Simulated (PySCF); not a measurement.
Al(H)2(PH2) (AlH4P), SMILES [AlH2][PH2]. Atoms are numbered in the order given.

```xyz
6

Al     1.1976    -0.0105     0.0000
H      1.9836     0.0148    -1.3892
H      1.9836     0.0148     1.3892
P     -1.1333     0.1194     0.0000
H     -1.2682    -0.8420    -1.0513
H     -1.2682    -0.8420     1.0513
```

Geometry optimised at PBE-D3(BJ)/def2-TZVP.

These are PySCF with B3LYP/def2-TZVPD values and carry that method's errors.

The molecule is in vacuum.

Computed frontier levels, gap, dipole moment and polarisability:
highest occupied level: -7.09 eV
lowest empty level: -1.88 eV
orbital gap: 5.21 eV
dipole moment: 0.59 D
quadrupole, principal values (traceless, Buckingham form, about the centre of nuclear charge): -4.62, -1.19, 5.81 D·Å
mean static polarisability: 62.4 bohr³ (9.25 Å³)
polarisability, principal values: 51.2, 57.6, 78.5 bohr³
